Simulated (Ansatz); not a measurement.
Stepwise reaction of `B[SiH](B)O` with hydrogen, as a gas-phase model of exchange steps in deposition or etching. ΔE in kJ/mol; ΔG adds harmonic PBE0-D4 terms to CCSD(T)/CBS, at 1 bar.

Calculated with Ansatz (gas phase, PBE0-D4/def2-TZVP geometries, no zero-point term in ΔE). CCSD(T)/CBS adds triple-zeta CCSD(T) − MP2 to the extrapolated MP2 energy (def2 sets, frozen cores). This one scheme is used for every species. DFT in def2-TZVPP. B3LYP here is the variant with VWN-RPA as its local correlation; programs differ in this. One conformer a species, not always the lowest.

```tsv
step	reaction	PBE-D4	B3LYP-D4	ωB97M-V	CCSD(T)/CBS	ΔG(400 K)
1	`B[SiH](B)O` + H₂ → `B[SiH2]O` + BH₃	-13.0	-31.0	-34.6	-31.9	-31.8
2	`B[SiH2]O` + H₂ → `O[SiH3]` + BH₃	-24.9	-40.2	-42.8	-40.6	-38.7
```

(1) By hand: ΔE of the 2 steps together at CCSD(T)/CBS.

Answers

(1) (-31.9) + (-40.6) = -72.5 kJ/mol, or -36.2 kJ/mol a step.

In ΔE each step is lower than the one before. All are downhill at CCSD(T)/CBS. ΔG lies between -38.7 and -31.8 kJ/mol a step. PBE-D4 differs from CCSD(T)/CBS by 15.7 to 18.9 kJ/mol a step. Isolated molecules leave out the surface, adducts and barriers. Largest T1 diagnostic: 0.014.
